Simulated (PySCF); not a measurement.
NaTl⁺ at UHF-CCSD

Computed with UHF-CCSD; basis Na cc-pVDZ, Tl cc-pVDZ-PP with ECP60; scalar-relativistic core potentials; PySCF 2.14.

For NaTl⁺, the state is ²Σ⁺ (doublet), unpaired electrons σ ↑ and the bond length is 3.596 Å. The harmonic wavenumber is 99.6 cm⁻¹, the force constant is 0.121 mdyn/Å and the rotational constant Be is 0.06306 cm⁻¹. The anharmonicity ωexe is 0.253 cm⁻¹ and the vibration–rotation constant αe is 0.000325 cm⁻¹.

Correlated steps freeze 5 core orbitals. These are scalar-relativistic numbers at best; spin–orbit coupling would shift them, the dissociation energy most. The state was picked by a PBE0 search and need not be the measured ground state.
